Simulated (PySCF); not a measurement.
Stationary points of H3SeN

These are results of PBE0 in PySCF with Se def2-TZVP, N def2-TZVP, H def2-TZVP; no relativity; density-fitted integrals, not measurements.

Relaxations began from a few typed shapes. The search is not exhaustive: other isomers or separated fragments can lie lower, and high-lying points may rest on an excited occupation.

| spin | group | bonds | angles | imaginary modes (cm⁻¹) | ΔE (kJ/mol) | ΔE with ZPE (kJ/mol) |
| --- | --- | --- | --- | --- | --- | --- |
| singlet | C3v | Se–H 1.536 Å (×3), Se–N 1.618 Å | H–Se–H 92.0° (×3), H–Se–N 123.8° (×3) | none | 0.0 | 0.0 |
| singlet | C2v | Se–H 1.543 Å (×2), Se–H 1.550 Å, Se–N 1.705 Å | H–Se–H 86.5° (×2), H–Se–H 173.0°, H–Se–N 93.5° (×2), H–Se–N 180.0° | 633i | 173.1 | – |

The lowest minimum found is the singlet C3v: Se–H 1.536 Å (×3), Se–N 1.618 Å; H–Se–H 92.0° (×3), H–Se–N 123.8° (×3).

Counting electrons, selenium keeps none of its valence electrons outside its bonds, so the VSEPR class is AX4 and the expected shape is tetrahedral; with unlike ligands the computed point group is C3v.
